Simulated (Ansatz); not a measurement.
The first iterations of a band of Cl3Zn (4 atoms, charge 0, multiplicity 2).

The calculation used Ansatz, UKS r2SCAN-D4/def2-SVP.

```json
{"movable images": "7", "climbing image": "yes", "spring": "5.0 eV/Å²", "optimiser": "quadratic models (default)", "start path": "straight line", "force threshold": "0.05 eV/Å", "iteration limit": "60", "end points": "relaxed"}
```

Initial state:

```xyz
4
Properties=species:S:1:pos:R:3
Zn -0.059 -0.090 0.915
Cl 0.952 1.462 2.219
Cl -0.400 -0.614 -1.092
Cl -0.493 -0.758 3.038
```

Final state:

```xyz
4
Properties=species:S:1:pos:R:3
Zn -0.086 -0.132 0.021
Cl 0.057 0.088 2.102
Cl -0.228 -0.351 -2.049
Cl 0.257 0.395 5.007
```

| iteration | highest image above the first end (eV) | largest band force component (eV/Å) |
| --- | --- | --- |
| 1 | 1.776 | 3.073 |
| 2 | 1.039 | 0.955 |

Task: Does the band converge within its limit, and where does its top end?

Result: The run converged. It ended after 6 iterations with the highest image 1.039 eV above the first end. The highest image is an end point: on this band no image between the ends rises above it.

The run took 4.9 min on 4 threads of Arm Neoverse V1, on a shared host, peak memory 0.28 GiB.
